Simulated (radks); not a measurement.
Problem. Successive ionisation energies (eV) of one element, from differences of total energies of ions in their ground configurations, starting at charge 66: 16589.0, 16934.7, 17282.1, 17630.5, 19672.6, 20068, 20643, 20949, 84398, 85624. Method: Dirac Kohn-Sham, exchange-only PBE, spin-unpolarised, spherical densities, finite nucleus; open shells fill j = l - 1/2 first; Fermi nuclear charge, rms radius 5.4126 fm; computed with a radial shooting solver on a logarithmic mesh with Libxc functionals. Which element is it?

Solution. Osmium (Z = 76). The first species listed is Os66+ in [Ne], the last Os75+ in 1s1.
